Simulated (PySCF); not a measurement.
Ge(OH)(OMe), SMILES C[O][Ge][OH] (B3LYP/def2-SVP optimised geometry):

```
8

Ge    -1.662    -1.195     0.000
O     -2.019     0.570     0.000
H     -1.280     1.195    -0.027
O      0.143    -1.195     0.000
C      1.036    -0.110     0.029
H      0.705     0.705     0.704
H      2.019    -0.455     0.393
H      1.188     0.325    -0.977
```

Calculation: B3LYP/def2-TZVP in PySCF.

Task: What are the frontier orbital energies and the dipole moment?

Result: HOMO-2 -8.29 eV, HOMO-1 -8.02 eV, HOMO -7.75 eV, LUMO -1.80 eV, LUMO+1 0.10 eV; dipole moment 1.36 D.

On the same geometry PBE/def2-TZVP (PySCF) gives HOMO-2 -7.01 eV, HOMO-1 -6.77 eV, HOMO -6.70 eV, LUMO -2.32 eV, LUMO+1 -0.46 eV; dipole moment 1.48 D.

Meta-Löwdin charges at B3LYP/def2-TZVP: Ge1 0.76, O2 -0.71, H3 0.33, O4 -0.57, C5 -0.11, H6 0.08, H7 0.12, H8 0.10.
